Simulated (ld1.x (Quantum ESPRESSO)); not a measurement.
What the settings do to the TM potential of iodine

Base potential:

I, norm-conserving Troullier–Martins (Kleinman–Bylander form), made with ld1.x (Quantum ESPRESSO) 7.5 (PBE, scalar-relativistic). Core [Kr] 4d10, reference 5s2 5p5. Waves: 5s (bound): rc 1.60 bohr; 5p (bound): rc 1.75 bohr; 5d channel at 0.35 Ry: rc 1.75 bohr. Local part: all-electron potential smoothed inside 1.60 bohr (lloc = -1). Core correction: Bessel-smoothed model core, default radius (core density twice the valence density).

All-electron outer shells of the reference configuration (PBE, scalar-relativistic, ld1.x):

| shell | level (eV) | outermost node (bohr) | outermost maximum (bohr) |
| --- | --- | --- | --- |
| 4p | -127.57 | 0.37 | 0.72 |
| 4d | -50.28 | 0.35 | 0.78 |
| 5s | -17.41 | 0.88 | 1.70 |
| 5p | -7.09 | 0.96 | 2.02 |

Cutoffs, loose and tight: the cutoffs (Ry, on a coarse ladder) from which the occupation-weighted sum of valence levels, in a spherical-Bessel basis at the reference potential, stays within 10 and 1 mRy of its value at 400 Ry. They do not see the model core or the augmentation charge, which bear on the density cutoff. Test errors are all-electron minus pseudo excitation energies from the reference, over the configurations 5s2 5p4; 5s2 5p3; 5s2 5p2; 5s1 5p6; 5s1 5p5; 5s2 5p4.5; 5s2 5p1. A dash means not determined; rows that change the core or the reference have their own tests.

A true bound ghost makes a file unfit for plane-wave use even where its test errors are small: the radial tests pick states by their node count and pass the ghost by.

| change | outcome | cutoff, loose | cutoff, tight | bound ghosts | largest test error (meV) |
| --- | --- | --- | --- | --- | --- |
| base | generated | 35 Ry | 70 Ry | d, s | -124 |
| wave 5d channel at 0.35 Ry: rc 1.75 bohr becomes 5d channel at 0.35 Ry: rc 1.48 bohr | generated | 35 Ry | 70 Ry | d, s | -124 |
| wave 5d channel at 0.35 Ry: rc 1.75 bohr becomes 5d channel at 0.35 Ry: rc 1.66 bohr | generated | 35 Ry | 70 Ry | d, s | -124 |
| wave 5d channel at 0.35 Ry: rc 1.75 bohr becomes 5d channel at 0.35 Ry: rc 1.84 bohr | generated | 35 Ry | 70 Ry | s | -124 |
| wave 5d channel at 0.35 Ry: rc 1.75 bohr becomes 5d channel at 0.35 Ry: rc 2.12 bohr | generated | 35 Ry | 70 Ry | s | -124 |
| wave 5d channel at 0.35 Ry: rc 1.75 bohr becomes 5d channel at 0.35 Ry: rc 2.32 bohr | generated | 35 Ry | 70 Ry | s | -124 |
| wave 5d channel at 0.35 Ry: rc 1.75 bohr becomes 5d channel at 0.35 Ry: rc 2.54 bohr | generated | 35 Ry | 70 Ry | s | -124 |

(1) What comes out with this change to the base: wave 5d channel at 0.35 Ry: rc 1.75 bohr becomes 5d channel at 0.35 Ry: rc 1.20 bohr?

Results:

(1) outcome: generated; cutoff, loose: 35 Ry; cutoff, tight: 70 Ry; bound ghosts: s, d; largest test error (meV): -124.

Reading the sweep of the d radius (base included, trends over the rows without a ghost): Bound ghosts are found at 1.2, 1.48, 1.66, 1.75, 1.84, 2.12, 2.32, 2.54 bohr. Every judged row has one, so this setting neither creates nor removes them.
